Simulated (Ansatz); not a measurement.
Isolated molecules relaxed with PBE0-D4/def2-TZVP in Ansatz; ΔE leaves out vibrations. CCSD(T)/CBS adds triple-zeta CCSD(T) − MP2 to the extrapolated MP2 energy (def2 sets, frozen cores). This one scheme is used for every species. DFT in def2-TZVPP. B3LYP here is the variant with VWN-RPA as its local correlation; programs differ in this. HSE06 is defined as in plane-wave codes. Each species was taken in one conformer, which may not be the lowest.

`CC[Si](Cl)(Cl)Cl` → `CCCl` + `Cl[Si]Cl`  (silylene loss)

```tsv
level	ΔE (eV)	difference from CCSD(T)/CBS
LDA (SPW92)	3.30	0.08
PBE-D4	3.04	-0.18
revPBE-D4	3.04	-0.18
BLYP-D4	2.85	-0.37
r2SCAN-D4	3.34	0.12
B97M-V	3.25	0.03
PBE0-D4	3.27	0.05
B3LYP-D4	3.06	-0.16
r2SCANh-D4	3.38	0.16
r2SCAN0-D4	3.43	0.21
HSE06-D4	3.26	0.04
BHLYP-D4	3.29	0.07
CAM-B3LYP-D4	3.18	-0.04
ωB97X-V	3.31	0.09
B2PLYP	3.03	-0.19
PBE-QIDH	3.40	0.18
PBE	2.88	-0.34
BLYP	2.51	-0.71
r2SCAN	3.29	0.07
PBE0	3.12	-0.10
r2SCANh	3.33	0.11
r2SCAN0	3.38	0.16
HSE06	3.11	-0.11
BHLYP	3.06	-0.16
CAM-B3LYP	3.02	-0.20
LC-ωPBE	3.38	0.16
HF/def2-SVP	3.08	-0.14
MP2/def2-SVP	3.36	0.14
CCSD/def2-SVP	3.08	-0.14
CCSD(T)/def2-SVP	3.07	-0.15
HF/def2-TZVPP	3.03	-0.19
MP2/def2-TZVPP	3.42	0.20
SCS-MP2/def2-TZVPP	3.24	0.02
CCSD/def2-TZVPP	3.15	-0.07
CCSD(T)/def2-TZVPP	3.16	-0.06
HF/def2-QZVPP	3.02	-0.20
MP2/def2-QZVPP	3.45	0.23
SCS-MP2/def2-QZVPP	3.28	0.06
MP2/CBS(def2)	3.48	0.26
CCSD/CBS(def2)	3.21	-0.01
CCSD(T)/CBS	3.22	0
```

Largest T1 diagnostic among the species: 0.013.

The D4 term adds +0.27 eV with B3LYP and +0.15 eV with PBE0; it sums over pairs of atoms, weighted by their polarisabilities, and B3LYP, whose exchange is more repulsive, gets the larger term. In def2-TZVPP, CCSD(T) changes the Hartree–Fock value by +0.14 eV (the triples alone add +0.01 eV) and MP2 by +0.39 eV.

CCSD(T)/CBS has its own doubt, a few kJ/mol and more with outer-core shells, so smaller differences from it don't rank the levels.
